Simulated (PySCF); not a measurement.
# Molecular orbitals of SrCa

BHandHLYP at R = 4.473 Å; PySCF, scalar-relativistic core potentials, basis sets Sr def2-SVP with ECP28, Ca def2-SVP. State: ¹Σ⁺ (singlet), closed shell. Only the outer orbitals are listed, counted within each symmetry, core potentials removing the inner ones.

```json
{"orbital": "2π", "occ.": "2", "ε (eV)": "-32.64", "on Sr (%)": "0", "main shells (%)": "100 Ca p"}
{"orbital": "2π", "occ.": "2", "ε (eV)": "-32.64", "on Sr (%)": "0", "main shells (%)": "100 Ca p"}
{"orbital": "6σ", "occ.": "2", "ε (eV)": "-32.62", "on Sr (%)": "0", "main shells (%)": "100 Ca p"}
{"orbital": "3π", "occ.": "2", "ε (eV)": "-26.79", "on Sr (%)": "100", "main shells (%)": "100 Sr p"}
{"orbital": "3π", "occ.": "2", "ε (eV)": "-26.79", "on Sr (%)": "100", "main shells (%)": "100 Sr p"}
{"orbital": "7σ", "occ.": "2", "ε (eV)": "-26.76", "on Sr (%)": "100", "main shells (%)": "100 Sr p"}
{"orbital": "8σ", "occ.": "2", "ε (eV)": "-5.28", "on Sr (%)": "38", "main shells (%)": "59 Ca s, 36 Sr s"}
{"orbital": "9σ", "occ.": "2", "ε (eV)": "-3.97", "on Sr (%)": "61", "main shells (%)": "59 Sr s, 37 Ca s"}
{"orbital": "10σ", "occ.": "0", "ε (eV)": "-0.72", "on Sr (%)": "63", "main shells (%)": "59 Sr p, 24 Ca p, 11 Ca s"}
{"orbital": "4π", "occ.": "0", "ε (eV)": "-0.53", "on Sr (%)": "78", "main shells (%)": "70 Sr p, 16 Ca p, 9 Sr d"}
{"orbital": "4π", "occ.": "0", "ε (eV)": "-0.53", "on Sr (%)": "78", "main shells (%)": "70 Sr p, 16 Ca p, 9 Sr d"}
```

**Question.** Which are the highest filled and the lowest empty level, where do they sit, and how wide is the gap?

**Answer.** Highest filled 9σ at -3.97 eV (in %: 59 Sr s, 37 Ca s); lowest empty 10σ at -0.72 eV (in %: 59 Sr p, 24 Ca p, 11 Ca s); the gap at BHandHLYP is 3.25 eV.

```json
{"bond order (Mayer)": "0.25", "⟨S²⟩": "0.000", "charge on Sr (Mulliken, basis-dependent)": "0.02", "charge on Sr (Löwdin, basis-dependent)": "-0.15", "dipole moment (positive dipole means Sr(−)Ca(+))": "-0.16 D"}
```

Closed-shell solutions of metal pairs were not tested for spin polarisation, which can lower them a little.
